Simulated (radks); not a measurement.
Valence configurations of Zr I (all share [Kr]). All-electron calculation, scalar-relativistic Kohn-Sham, SCAN, spin-polarised, spherical densities, finite nucleus; open shells are filled with parallel spins first (spin-orbit coupling, left out, can overturn this in heavy ions); meta-GGA in the generalised Kohn-Sham scheme; Fermi nuclear charge, rms radius 4.2694 fm. Program: a radial shooting solver on a logarithmic mesh with Libxc functionals. Energies are relative to 4d2 5s2; eigenvalues in eV for spin up.

valence          E (eV)  moment (Bohr magnetons)   e(4d)   e(5p)   e(5s)
4d3 5s1          -0.491                        4  -2.928       -  -4.670
4d2 5s2           0.000                        2  -4.222       -  -4.931
4d2 5s1.5 5p0.5   1.099                        3  -4.792  -2.072  -5.504
4d3 5s0.5 5p0.5   1.184                        4  -3.416  -1.756  -5.036
4d2 5s1 5p1       1.675                        4  -5.226  -2.403  -5.901
4d3 5p1           2.771                        4  -3.860  -2.019       -
4d2 5p2           5.177                        4  -6.067  -2.918       -
4d0.5 5s1.5 5p2   6.617                        3  -8.262  -3.656  -7.651

NIST lists [Kr] 4d2 5s2 as the ground configuration; this level of theory puts 4d3 5s1 lower, by 0.491 eV. The energies are those of spherical high-spin densities, not of single terms. No valid solution was reached for [Kr] 4d1 5s2 5p1; [Kr] 5s2 5p2.
